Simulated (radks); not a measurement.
The chlorine ion Cl+, 16 electrons, occupied as [Ne] 3s1 3p5 (not the ground configuration). Calculated with a radial shooting solver on a logarithmic mesh with Libxc functionals: Dirac Kohn-Sham, BLYP, spin-unpolarised, spherical densities, point nucleus; open shells are shared between the two j in proportion to 2j + 1.

Unscreened Slater integrals over Kohn-Sham orbitals (hartree). Large and small components are both included.

\begin{tabular}{lr}
integral & value \\ \hline
F0(3p3/2,3p3/2) & 0.53395 \\
F2(3p3/2,3p3/2) & 0.26719 \\
F0(3p3/2,3p1/2) & 0.53516 \\
G2(3p3/2,3p1/2) & 0.26774 \\
F0(3p3/2,3s1/2) & 0.56812 \\
G1(3p3/2,3s1/2) & 0.37422 \\
F0(3p3/2,2p3/2) & 0.73193 \\
F2(3p3/2,2p3/2) & 0.12448 \\
G0(3p3/2,2p3/2) & 0.049584 \\
G2(3p3/2,2p3/2) & 0.049686 \\
F0(3p1/2,3p1/2) & 0.53638 \\
F0(3p1/2,3s1/2) & 0.56958 \\
G1(3p1/2,3s1/2) & 0.37559 \\
F0(3p1/2,2p3/2) & 0.73500 \\
G2(3p1/2,2p3/2) & 0.049789 \\
F0(3s1/2,3s1/2) & 0.60941 \\
F0(3s1/2,2p3/2) & 0.81258 \\
G1(3s1/2,2p3/2) & 0.061204 \\
F0(2p3/2,2p3/2) & 2.2508 \\
F2(2p3/2,2p3/2) & 1.0441 \\
\end{tabular}
